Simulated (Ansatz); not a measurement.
A search over several starts for the lowest SCF solution of Be4Se3⁺ at the given spin, in a small basis.

```yaml
crystal:
  periodic: [false, false, false]
  atoms:
    - {symbol: Be, position_ang: [1.014442, -1.437044, -0.112702]}
    - {symbol: Be, position_ang: [-1.642422, 0.961556, 0.084431]}
    - {symbol: Be, position_ang: [-1.561148, -1.088790, -0.070722]}
    - {symbol: Be, position_ang: [0.898121, 1.512499, 0.110475]}
    - {symbol: Se, position_ang: [-0.442256, -2.840829, -0.219138]}
    - {symbol: Se, position_ang: [-0.664637, 2.797970, 0.208325]}
    - {symbol: Se, position_ang: [2.397900, 0.094648, -0.000670]}
basis:
  gaussian: {orbitals: def2-SVP, initial_orbitals: start.molden}
total_charge: 1
magnetization: {spin_polarized: true, initial_magnetization: 1}
hamiltonian: {xc: pbe, dispersion: d4}
output: {orbitals: {seedname: orbitals}}
```

The file start.molden holds the orbitals of an earlier run on this structure, at another level or in another basis.

```sh
$ ansatz run in.yaml --threads 4 --pin off --events-out ev --progress --plain --max-ram 4787MiB
```

Output, abridged:

```
Functional definition: PBE
1574 factors; their error is unknown
mean field evaluation 1: about -197561.2848 eV, gradient 9.3e1 eV
mean field evaluation 2: about -197576.7037 eV, gradient 2.4e1 eV
mean field evaluation 4: about -197593.1823 eV, gradient 3.3e0 eV
mean field evaluation 8: about -197593.6817 eV, gradient 1.5e0 eV
mean field evaluation 16: about -197593.6467 eV, gradient 1.5e-2 eV
mean field evaluation 32: about -197589.4785 eV, gradient 2.1e1 eV
mean field evaluation 64: about -197593.1346 eV, gradient 4.7e-1 eV
mean field -197593.64873899 eV, -7261.4326573725 hartree, gradient 2.3e-6 eV, S^2 0.754624; 7 other end points of the search recorded, 0 dependent functions left out
reference -197593.64878661 eV, -7261.4326591225 hartree; 59, 58 occupied and 73, 74 virtual orbitals, 1574 factors
Total energy: -197593.91736609 eV, -7261.4425292362 hartree
```

Hardware: 4 threads of Arm Neoverse V1 on a shared host. Wall time 20 s.

The gap within one spin of the charge 1 doublet nearly closes, so an electron or hole may be smeared out by delocalisation error. Another isomer (doublet) lies 1.80 eV lower at PBE0-D4/def2-TZVP; other spin states weren't run for this one.
